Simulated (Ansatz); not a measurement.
System: sum formula VO2Cl, net charge 0, singlet state. SMILES: [O]=[V]([Cl])=[O]
Geometry: optimised at B3LYP-D3(BJ)/def2-TZVP (Ansatz, an electronic-structure program).

Property: atomisation energy (electronic, to ground-state atoms), in eV. Valence correlation only, unless marked. UHF or UKS for open shells. No spin-orbit coupling. Frozen are the shells of the preceding noble gas and the d and f shells that filled before the atom's block. No relativistic terms. The coupled-cluster limit lacks core correlation, which all-electron functionals hold. Basis-set limits of correlation are two-point, X^-3; Hartree-Fock from the larger set. The bracket is a focal-point correction in the basis named. The program attaches cautions to a run behind HF/6-31G: large difference. The program attaches cautions to a run behind CCSD/def2-SVP: large difference. The program attaches cautions to a run behind RI-MP2/CBS(def2-TZVPPD,def2-QZVPPD)+[CCSD(T)-MP2]/def2-SVPD: large difference. The program attaches cautions to a run behind RI-MP2/CBS(def2-TZVPPD,def2-QZVPPD)+[CCSD(T)-MP2]/def2-TZVPPD: large difference.

| level | program | atomisation energy (eV) | minus last row | rough core time |
|---|---|---|---|---|
| HF/6-31G | Ansatz | 1.79 | -14.46 | - |
| B3LYP-D4/def2-TZVPD | Ansatz + dftd4 | 16.23 | -0.02 | under 20 s |
| PBE0/def2-TZVPD | Ansatz | 15.96 | -0.29 | under 20 s |
| BHLYP/def2-TZVPD | Ansatz | 12.43 | -3.82 | under 20 s |
| CAM-B3LYP-D3(BJ)/def2-TZVPD | Ansatz + dftd3 | 15.78 | -0.47 | under 20 s |
| wB97M-V/def2-TZVPD | Ansatz | 15.63 | -0.62 | under 20 s |
| B2PLYP-D4/def2-TZVPD | Ansatz + dftd4 | 17.25 | 1.00 | under 20 s |
| CCSD/def2-SVP | Ansatz | 12.85 | -3.40 | - |
| RI-MP2/CBS(def2-TZVPPD,def2-QZVPPD)+[CCSD(T)-MP2]/def2-SVPD | Ansatz | 16.16 | -0.09 | 2.9 min |
| RI-MP2/CBS(def2-TZVPPD,def2-QZVPPD)+[CCSD(T)-MP2]/def2-TZVPPD | Ansatz | 16.25 | 0.00 | 6 min |

Core times are rough, on shared machines, summed over the molecules involved; a dash marks a level read off another run, or run on other hardware, by another program or under a memory cap.

The Hartree-Fock reference is unstable (checked in the largest basis), which strains HF and MP2. The T1 diagnostic of CCSD in the largest basis is 0.042, which is high, so the coupled-cluster rows are less sure than usual.
